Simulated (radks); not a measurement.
Results of a calculation; reference values are marked as such.
Task: These are the eigenvalues of the occupied orbitals of an atom or ion with whole-number occupations (hartree). Code: a radial shooting solver on a logarithmic mesh with Libxc functionals. Model: Dirac Kohn-Sham, BLYP, spin-unpolarised, spherical densities, finite nucleus; Fermi nuclear charge, rms radius of each element as measured or else 0.836 A^(1/3) + 0.57 fm.

| orbital | eigenvalue |
|---|---|
| 1s1/2 | -115.2384 |
| 2s1/2 | -11.41937 |
| 2p1/2 | -9.01718 |
| 2p3/2 | -8.93484 |
| 3s1/2 | -1.34156 |
| 3p1/2 | -0.81204 |
| 3p3/2 | -0.80465 |

Which element is it, and in what charge state? The configuration may be excited. Open shells, if any, fill j = l - 1/2 first.

Result: Z = 18, argon, charge +1: Ar+ in [Ne] 3s2 3p5. The list shows which subshells hold electrons but not how many an open one holds; the 1s level, -115.24 hartree, gives Z - s = 15.2 by -(Z - s)^2/2, which with screening and relativity narrows Z to a few neighbours, and the depths of the outer levels then fix element, charge and occupations together.
